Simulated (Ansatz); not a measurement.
Consider the ligand exchange at the Si–O bond: `C=N[SiH2]O[SiH3]` + `N[SiH3]` → `C=N[SiH2]N[SiH3]` + silanol.

Program: Ansatz. Geometries: PBE0-D4/def2-TZVP. ΔE: electronic, gas phase. CBS: MP2 limit from def2 TZ/QZ plus the TZ coupled-cluster correction, frozen cores. This one scheme is used for every species. Functionals use def2-TZVPP. One conformer a species, not always the lowest.

```tsv
level	ΔE (kJ/mol)	difference from CCSD(T)/CBS
LDA (SPW92)	47.9	-4.7
ωB97X-V	53.9	1.3
PBE-QIDH	51.6	-1.0
PBE	48.9	-3.7
BLYP	56.9	4.3
r2SCAN	54.6	2.0
r2SCANh	54.8	2.2
CCSD(T)/def2-SVP	50.4	-2.2
SCS-MP2/def2-QZVPP	54.6	2.0
MP2/CBS(def2)	51.4	-1.2
CCSD(T)/CBS	52.6	0
```

(1) What do rigid-rotor, harmonic-oscillator terms from PBE0-D4/def2-TZVP frequencies (298.15 K, 1 bar) make of the CCSD(T)/CBS value? (Best estimate.)

Largest T1 diagnostic among the species: 0.013.

Results:

(1) The calculation gave: ΔZPE = -1.3 kJ/mol, ΔH = +50.8 kJ/mol, ΔS = -12 J/(mol·K), ΔG = +54.2 kJ/mol. Modes under 50 cm⁻¹ make the entropy rough.

In def2-TZVPP, CCSD(T) changes the Hartree–Fock value by −13.9 kJ/mol (the triples alone add −2.2 kJ/mol) and MP2 by −15.1 kJ/mol. From BLYP to BHLYP (50 % exact exchange), in def2-TZVPP and without D4, ΔE moves by +4.3 kJ/mol. Leaving LDA and LC-ωPBE aside and taking each functional with its dispersion term where it has one, the values, not all of them listed here, spread over 13.7 kJ/mol, from revPBE-D4 to BHLYP-D4.
